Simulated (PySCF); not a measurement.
Harmonic spectrum computed at PBE0 in the def2-TZVP basis family (core potentials from Rb on, PySCF, no spin–orbit coupling):

```tsv
ω (cm⁻¹)	IR (km/mol)
306	2.4
336	23.6
360	197
399	20.1
479	52.6
832	94.8
914	190
1014	135
1050	106
1440	73.1
3821	129
3830	157
```

Q: Which molecule gave it? In each, all ligands are bound to the one heavy central atom.
A. MoN(OH)₂ (doublet)
B. RuN(OH)₂ (doublet)
C. SN(OH)₂ (doublet)
D. WN(OH)₂ (doublet)
E. PN(OH)₂ (singlet)

A: E. It has Cs symmetry with O–H 0.966 Å (×2), P–N 1.480 Å, P–O 1.586 Å, P–O 1.606 Å.
